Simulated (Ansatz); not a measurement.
The same group exchange along the group O, S, Se.

Computed with Ansatz on PBE0-D4/def2-TZVP structures; ΔE is electronic, products minus reactants. CBS: MP2 limit from def2 TZ/QZ plus the TZ coupled-cluster correction, frozen cores. This one scheme is used for every species. DFT in def2-TZVPP. For Se outer-core shells are correlated without core-valence functions, which leaves a few kJ/mol of doubt a bond. Scalar relativity is left out up to krypton. Each species was taken in one conformer, which may not be the lowest.

| reaction | MP2/CBS(def2) (kJ/mol) | ωB97M-V (kJ/mol) | PBE-D4 (kJ/mol) | CCSD(T)/CBS(def2) (kJ/mol) |
| --- | --- | --- | --- | --- |
| `O[SiH](O)O` + BH₃ → `BO` + `O[SiH2]O` | -25 | -30 | -44 | -27 |
| `S[SiH](S)S` + BH₃ → `BS` + `S[SiH2]S` | -32 | -40 | -48 | -39 |
| `[SeH][SiH]([SeH])[SeH]` + BH₃ → `B[SeH]` + `[SeH][SiH2][SeH]` | -25 | -33 | -40 | -32 |

Largest T1 diagnostic: 0.015, for `BS`.
